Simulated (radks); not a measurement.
Task: All-electron calculation, scalar-relativistic Kohn-Sham, LDA (Slater exchange, Perdew-Wang correlation), spin-unpolarised, spherical densities, finite nucleus; Fermi nuclear charge, rms radius of each element as measured or else 0.836 A^(1/3) + 0.57 fm. Program: a radial shooting solver on a logarithmic mesh with Libxc functionals. Response by self-consistent Sternheimer equations with the Hartree and adiabatic LDA kernel, the relativistic mass of each level held fixed and spin-orbit coupling left out. For heavy and open-shell atoms this level of theory can miss by tens of per cent. Rank Ni8+, Sc+, Co7+, Cr4+, Ca, V3+, Mn5+, Ti2+, Fe6+ (NIST ground configurations) by static dipole polarisability, largest first.

Result: Ca 146.5, Sc+ 52.26, Ti2+ 5.456, V3+ 2.342, Cr4+ 1.384, Mn5+ 0.9333, Fe6+ 0.6752, Co7+ 0.5103, Ni8+ 0.3977 bohr^3.
